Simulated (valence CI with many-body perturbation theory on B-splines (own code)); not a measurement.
# Forbidden lines of Mn20+

Level of theory: configuration interaction combined with many-body perturbation theory (CI+MBPT): three valence electrons over a frozen Dirac-Fock core [He], a basis of 11 s, 11 p, 9 d, 7 f, 5 g, 2 h, 1 i functions for each j, with the one-electron correlation potential Σ1, the two-electron term Σ2, the three-electron term Σ3, Breit, model QED; selected CI, second order for the rest (own B-spline code, finite nucleus).

No measured spectrum was set against this ion. As an estimate, levels of excited configurations hold to 0.05 to 0.15 % of their energy, terms of the ground configuration to about 0.5 %.

Lines 1 to 8 of 8 in falling wavelength, among levels below 1075.6 eV, chosen from the decays that carry over 1 % of a level's rate. Wavelengths and rates use the calculated energies, so an error of 700 cm⁻¹ moves a line at 13.63 Å by 0.0095 % and its rate by three times that or more. Electric multipoles are in the length gauge, E1 and E2 with the static RPA response of the core. Weak lines are less certain than strong ones. Lines between different terms over intervals too small for the method are left out, as are lines whose strength nearly cancels.

| λ vac (Å) | Upper | Lower | Type | A (s⁻¹) | Branch % |
| --- | --- | --- | --- | --- | --- |
| 1006 | 2s²2p ²P°_3/2 | 2s²2p ²P°_1/2 | M1 | 8.85e+03 | 100.0 |
| 13.63 | 2s2p3p ⁴D_7/2 | 2s2p² ²D_5/2 | E2 | 7.40e+07 | 1.7 |
| 13.38 | 2s2p3d ⁴F°_9/2 | 2s2p² ²D_5/2 | M2 | 8.54e+06 | 2.0 |
| 13.35 | 2s²3p ²P°_1/2 | 2s²2p ²P°_3/2 | E2 | 2.97e+09 | 1.6 |
| 13.32 | 2s2p3p ⁴D_5/2 | 2s2p² ⁴P_5/2 | E2 | 1.28e+09 | 3.3 |
| 13.21 | 2s2p3p ⁴D_7/2 | 2s2p² ⁴P_5/2 | E2 | 1.75e+09 | 40.3 |
| 13.16 | 2s2p3p ⁴D_5/2 | 2s2p² ⁴P_1/2 | E2 | 1.53e+09 | 3.9 |
| 13.13 | 2s2p3p ⁴D_7/2 | 2s2p² ⁴P_3/2 | E2 | 1.24e+09 | 28.5 |
